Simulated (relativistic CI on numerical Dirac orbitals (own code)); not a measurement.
# Line list: Electric-dipole lines, Ho LII

These numbers are calculated, not measured: Dirac-Coulomb-Breit CI, KLI orbitals optimised for each configuration, QED by a radiative potential, unscaled Slater integrals (own radial code, finite nucleus).

CI space (outside the closed core [Ne]): 3s2.3p4, 3s.3p5, 3s2.3p3.3d, 3p6, 3s.3p4.3d, 3p5.3d, 3s.3p3.3d2, 3s2.3p2.3d.4p, 3p5.4s, 3s.3p3.3d.4s, 3s2.3p3.4s, 3p5.4p, 3s2.3p2.3d2, 3s2.3p.3d3, 3s.3p2.3d3, 3s2.3p.3d2.4s, 3p4.3d2, 3p3.3d3, 3p3.3d2.4s, 3s2.3p2.3d.4s, 3s.3p2.3d2.4s, 3s2.3p.3d.4s2. Double excitations out of closed p, d and f shells are left out; levels of such configurations are missing from the list, as are those of other unlisted configurations, and high levels can miss mixing partners.

```csv
λ vac (Å),Lower,Upper,A (s⁻¹),log gf,S velocity/length
26.176,3s2.3p3.3d 3D°_2 [3],3s2.3p2.3d2 5D_1 [84],1.80e+12,-0.26,0.95
26.429,3s2.3p3.3d 3D°_3 [11],3s2.3p2.3d2 3P_2 [122],2.66e+12,0.14,0.87
26.494,3s2.3p3.3d 3F°_3 [6],3s2.3p2.3d2 3P_2 [87],1.88e+12,0.00,0.86
26.497,3s2.3p3.3d 3F°_3 [6],3s2.3p2.3d2 3F_3 [86],2.03e+12,0.18,0.99
26.497,3s2.3p3.3d 3F°_4 [9],3s2.3p2.3d2 3D_3 [111],2.64e+12,0.29,0.86
26.633,3s2.3p3.3d 3D°_1 [12],3s2.3p2.3d2 1D_2 [126],1.40e+12,-0.13,1.04
26.633,3s2.3p3.3d 3D°_2 [3],3s2.3p2.3d2 3F_2 [79],1.34e+12,-0.15,0.93
26.755,3s2.3p3.3d 3D°_2 [10],3s2.3p2.3d2 3P_1 [110],2.36e+12,-0.12,0.92
26.784,3s2.3p3.3d 3F°_3 [6],3s2.3p2.3d2 5D_3 [82],9.48e+11,-0.15,1.00
26.834,3s2.3p4 3P_2 [1],3s2.3p3.3d 3S°_1 [26],2.41e+12,-0.11,0.97
26.873,3s2.3p3.3d 3D°_3 [11],3s2.3p2.3d2 3F_4 [116],1.13e+12,0.04,1.08
26.930,3s2.3p3.3d 3D°_2 [10],3s2.3p2.3d2 3D_2 [108],1.74e+12,-0.02,0.97
26.963,3s2.3p3.3d 3D°_2 [10],3s2.3p2.3d2 3F_3 [107],1.42e+12,0.03,1.07
27.020,3s2.3p3.3d 3F°_4 [9],3s2.3p2.3d2 3F_4 [105],2.46e+12,0.38,1.01
27.023,3s2.3p3.3d 3D°_3 [11],3s2.3p2.3d2 3D_3 [114],1.50e+12,0.06,1.00
27.064,3s2.3p4 3P_2 [1],3s2.3p3.3d 3P°_2 [25],2.15e+12,0.07,1.02
27.158,3s2.3p4 1S_0 [2],3s2.3p3.3d 3D°_1 [29],1.73e+12,-0.24,1.04
27.176,3s2.3p3.3d 3D°_1 [12],3s2.3p2.3d2 3D_1 [119],1.99e+12,-0.18,0.98
27.246,3s2.3p4 3P_1 [7],3s2.3p3.3d 3P°_1 [76],1.29e+12,-0.36,1.00
27.403,3s2.3p4 3P_2 [1],3s2.3p3.3d 3D°_3 [24],1.54e+12,0.08,1.06
27.527,3s2.3p3.3d 3F°_4 [9],3s2.3p2.3d2 3G_5 [101],1.13e+12,0.15,1.12
27.545,3s2.3p2.3d2 3F_2 [19],3s2.3p.3d3 3F°_2 [189],1.81e+12,0.01,0.96
27.846,3s2.3p4 1D_2 [8],3s2.3p3.3d 1F°_3 [75],1.27e+12,0.01,1.07
28.768,3s2.3p3.3d 3D°_2 [3],3s2.3p2.3d2 5G_2 [63],6.65e+11,-0.38,1.02
28.853,3s2.3p3.3d 3D°_2 [3],3s2.3p2.3d2 5G_3 [62],6.55e+11,-0.24,1.11
29.049,3s2.3p3.3d 3F°_3 [6],3s2.3p2.3d2 3H_4 [66],4.50e+11,-0.29,1.12
29.243,3s2.3p3.3d 3D°_1 [4],3s2.3p2.3d2 5G_2 [63],7.08e+11,-0.34,1.09
30.426,3s2.3p3.3d 3G°_4 [20],3s.3p4.3d 3D_3 [160],8.79e+11,-0.07,0.87
30.899,3s2.3p3.3d 3G°_5 [32],3s.3p4.3d 3F_4 [192],9.32e+11,0.08,0.84
31.078,3s2.3p3.3d 3D°_2 [3],3s.3p4.3d 3G_3 [55],3.58e+11,-0.44,1.15
31.281,3s2.3p2.3d2 3F_2 [19],3s.3p3.3d2 3G°_3 [151],1.03e+12,0.02,1.13
31.705,3s2.3p3.3d 3F°_3 [6],3s.3p4.3d 3G_3 [55],4.61e+11,-0.31,1.00
31.792,3s2.3p4 1D_2 [8],3s.3p5 3P°_1 [58],1.30e+12,-0.23,0.95
32.548,3s2.3p3.3d 3G°_4 [20],3s.3p4.3d 3G_4 [149],6.31e+11,-0.04,1.00
33.246,3s2.3p4 3P_2 [1],3s.3p5 3P°_2 [13],4.07e+11,-0.47,0.98
33.991,3s2.3p3.3d 3F°_3 [6],3s.3p4.3d 3F_4 [50],2.89e+11,-0.35,1.11
41.134,3s2.3p4 3P_1 [7],3s2.3p3.3d 1D°_2 [43],3.54e+11,-0.35,1.08
42.379,3s2.3p4 1D_2 [8],3s2.3p3.3d 1D°_2 [43],3.66e+11,-0.31,0.99
42.788,3s.3p5 3P°_2 [13],3s.3p4.3d 3D_3 [71],3.22e+11,-0.21,1.08
42.875,3s2.3p3.3d 3G°_4 [20],3s2.3p2.3d2 1H_5 [103],4.12e+11,0.10,1.20
43.106,3s2.3p3.3d 3F°_3 [18],3s2.3p2.3d2 3H_4 [99],3.56e+11,-0.05,1.13
43.132,3s2.3p4 1D_2 [8],3s2.3p3.3d 1F°_3 [42],4.27e+11,-0.08,1.10
43.768,3s2.3p4 3P_2 [1],3s2.3p3.3d 3D°_3 [11],3.26e+11,-0.18,1.08
44.373,3s2.3p3.3d 3F°_3 [6],3s2.3p2.3d2 3F_4 [37],1.77e+11,-0.33,1.17
47.585,3s2.3p3.3d 3D°_3 [11],3s2.3p2.3d2 3F_4 [44],1.86e+11,-0.24,1.17
```

Terms are leading LS components. Brackets give the number of a level in order of energy, since labels repeat. The list gives strong lines, with weight on those to low levels, among the lowest 200 of 2790 levels, so that lines to higher ones, which can be the strongest, are missing. Levels whose partners in the same complex of configurations lie outside the list can be far off, and so can their lines. Rates are taken at the computed energies, electric ones in the length gauge. A velocity-to-length ratio far from 1 marks an uncertain rate.

At this charge energies of transitions that change n are usually good to better than 1 %, and those within a shell (Δn = 0) to a few per cent.

LS names give the leading component of a level, which can be under half, so a name can repeat, a term be missing and a line seem to break the LS rules.
